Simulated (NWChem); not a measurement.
System: CH4AlFS; SMILES [CH3][Al]([SH])[F]

The following NWChem deck was run.

```
start job
memory heap 200 mb stack 900 mb global 1100 mb
geometry units angstroms noautoz
  Al    -0.052999     0.402604    -0.100781
  F     -1.566431     1.032336    -0.404402
  C      1.481572     1.583014    -0.022201
  H      1.594363     2.124366    -0.976099
  H      2.426411     1.058005     0.184622
  H      1.336143     2.344393     0.761924
  S     -0.024266    -1.759953     0.176008
  H      1.312411    -1.789736     0.377829
end
basis spherical
  * library 6-31g*
end
dft
  xc b3lyp
  iterations 150
  vectors input atomic output neutral.movecs
end
task dft energy
charge 1
dft
  odft
  mult 2
  vectors input atomic output cation.movecs
end
task dft energy
```

Coordinates come from a PBE0/def2-SVP optimisation.

Ions are spin-unrestricted doublets at the neutral geometry; other ion states weren't tried.

### Question
Predict the main results of this run. (B3LYP/6-31G* (spherical d), vertical spin-unrestricted ions.) Quantities: vertical ionisation energy, ΔSCF (eV); −ε(HOMO) (eV).

### Answer
- vertical ionisation energy, ΔSCF (eV): 10.19
- −ε(HOMO) (eV): 7.45
